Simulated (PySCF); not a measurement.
## Electric field gradients and quadrupole coupling constants

CH8BNSi.
Cartesian coordinates in Å at the PBE0-D3(BJ)/def2-SVP level; atoms count from 1:
```xyz
12
CH8BNSi angstrom
N      1.9415    0.4972   -0.2174
B      0.9334   -0.0563    0.5707
C     -0.2626   -0.8685   -0.0438
Si    -1.8115    0.2012   -0.1233
H      2.6972    1.0487    0.1653
H      1.9861    0.3883   -1.2229
H      0.9886    0.1485    1.7665
H     -0.0582   -1.2453   -1.0609
H     -0.5181   -1.7298    0.5967
H     -2.9820   -0.5721   -0.6474
H     -1.5940    1.3731   -1.0295
H     -2.1715    0.7231    1.2314
```

Field gradients from the PBE0/pcSseg-1 density (PySCF, non-relativistic), principal values in atomic units, ordered |Vxx| ≤ |Vyy| ≤ |Vzz|:

| atom | Vxx | Vyy | Vzz |
| --- | --- | --- | --- |
| N1 | 0.0996 | 0.5292 | -0.6288 |
| B2 | -0.1884 | -0.2290 | 0.4174 |

Task: Find the asymmetry η = (Vxx − Vyy)/Vzz and the couplings χ = eQV/h (234.96 MHz × Q in barn × V in au), with Q(14N) = 0.02044 b, Q(11B) = 0.04059 b.

Result: 
```
atom             environment  nucleus     η  χzz (MHz)  χxx (MHz)  χyy (MHz)
  N1    boron-bound nitrogen      14N  0.68     -3.020      0.478      2.542
  B2  three-coordinate boron      11B  0.10      3.981     -1.797     -2.184
```

The tensor is traceless: Vxx + Vyy + Vzz = 0.

Task: What is Vzz at B2 in SI units (1 au = 9.71736 × 10²¹ V/m²)?

Result: 0.4174 au = 4.056 × 10²¹ V/m².

Task: And the gradient at the other heavy atoms, for which no coupling is worked out here?

Result: 
```csv
atom,environment,Vzz (au),η
C3,sp3 carbon bound to silicon,-0.139,0.24
Si4,SiH3 silicon,-0.024,0.21
```

Were the hydrogens deuterons (Q(2H) = 0.00286 b), χzz would run from 93 kHz (H10, H11 and H12) to 275 kHz (H5).

The structure is a single PBE0-D3(BJ)/def2-SVP conformer in the gas phase; no vibrational or solvent corrections. A larger basis could move these couplings by a tenth or more.

These values come from a run that also computed NMR shieldings. On an Arm Neoverse V2 with one thread, no GPU, on a shared host, this took 7.1 s.
